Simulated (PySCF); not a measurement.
**KRb⁺ from Hartree–Fock to correlated methods**

State: ²Σ⁺ (doublet), unpaired electrons σ ↑. Set-up: PySCF, scalar-relativistic core potentials, basis sets K def2-SVP, Rb def2-SVP with ECP28. De refers to K + Rb⁺ in their ground configurations, without counterpoise correction. The functionals are run spin-unrestricted. A positive dipole points towards Rb; it is taken about the centre of mass and depends on that origin.

| Level | Re (Å) | ωe (cm⁻¹) | De (eV) | μ (D) |
| --- | --- | --- | --- | --- |
| UHF | 5.048 | 49.6 | 0.64 | -3.49 |
| UHF-MP2 | 4.831 | 51.8 | 0.70 | n/a |
| UHF-SCS-MP2 | 4.868 | 51.3 | 0.69 | n/a |
| UHF-CCSD | 4.818 | 51.9 | 0.71 | n/a |
| UHF-CCSD(T) | 4.813 | 52.0 | 0.71 | n/a |
| PBE | 4.800 | 48.1 | 0.75 | -3.74 |
| revPBE | 4.879 | 46.6 | 0.74 | -3.73 |
| BLYP | 4.820 | 45.7 | 0.70 | -3.76 |
| r²SCAN | 4.756 | 53.0 | 0.69 | -3.61 |
| PBE0 | 4.795 | 50.8 | 0.73 | -3.62 |
| B97-3 | 4.839 | 45.8 | 0.58 | -3.36 |

The bond length runs from 4.756 Å (r²SCAN) to 5.048 Å (UHF). De spans 0.58 eV (B97-3, global hybrid GGA) to 0.75 eV (PBE, GGA). Correlation at CCSD(T) changes the Hartree–Fock bond energy by +0.07 eV; the triples alone change it by +0.00 eV.

Correlated steps freeze 5 core orbitals. Correlated levels converge slowly with the basis: in double zeta they bind strong bonds too weakly, by up to about 1 eV, and carry superposition errors of some tenths. Spin–orbit coupling is left out. For an ion De counts to the pair picked by the measured ionisation energies or electron affinities, which need not be the lowest pair at this level. The state is the lowest determinant that a PBE0 search found; another state may lie lower at other levels.
